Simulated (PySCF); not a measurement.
Cobalt: a sound run and one with changed settings

Sound run: Co²⁺ [Ar] 3d7, Co³⁺ [Ar] 3d6. Computed with PySCF 2.14 in x2c-SVPall (5s3p3d1f, 36 functions), with the spin-free X2C one-electron Hamiltonian (Gaussian nucleus). In the sound run the correlated levels freeze [Ar]. The sound run starts from symmetry-adapted Hartree-Fock orbitals and uses a fine grid where one is needed.

A second run was set up differently.

```json
{"species": "Co²⁺", "method": "MP2", "sound run (hartree)": "-1390.92221", "changed run (hartree)": "-1391.04197", "converged": "yes"}
{"species": "Co³⁺", "method": "MP2", "sound run (hartree)": "-1389.71791", "changed run (hartree)": "-1389.84293", "converged": "yes"}
```

Ionisation energy of Co²⁺:

```
 method  sound run (eV)  changed run (eV)
    UHF          31.460            31.460
    MP2          32.771            32.627
SCS-MP2          32.741            32.560
```

Question: What was changed?
A. a valence shell is frozen
B. all electrons correlated in a valence basis
C. too few SCF iterations
D. minimal basis

Answer: B. A valence basis has no tight correlating functions, so it recovers only part of the core correlation, and not evenly between atom and ion.
